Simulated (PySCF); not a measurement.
CH₈FNSi₂, SMILES F[Si@@H]([SiH2]C)N.

The structure is a stationary point at B3LYP-D3(BJ)/def2-SVP. The structure was generated by enumeration; whether it is a known compound was not checked. One conformer was computed; it need not be the lowest.

Two levels are set side by side: PBE/def2-TZVP (PySCF) and B3LYP/def2-TZVP (PySCF). Same geometry, gas phase. Differences are taken from unrounded values.

| quantity | B3LYP |
|---|---|
| orbital gap (eV) | 7.41 |
| highest occupied level (eV) | -7.64 |
| lowest empty level (eV) | -0.22 |
| dipole moment (D) | 2.30 |
| mean polarisability (bohr³) | 73.6 |

**Question.** What does PBE give, and how far is it from B3LYP? (Estimate from the structure and the level; the computed values follow.)

**Answer.** 
```
quantity                       PBE  PBE minus B3LYP
---------------------------  -----  ---------------
orbital gap (eV)              5.68            -1.74
highest occupied level (eV)  -6.52             1.12
lowest empty level (eV)      -0.84            -0.62
dipole moment (D)             2.33             0.03
mean polarisability (bohr³)   76.5              2.9
```

Without exact exchange PBE keeps part of each electron's self-repulsion, which lifts occupied levels and narrows the gap. PBE's more diffuse valence density responds more strongly to a field. Differences between two approximate levels are no errors against the true value.

Rough cost on one machine, each run with all the roots and properties that it gave: B3LYP against PBE within a factor of 2.
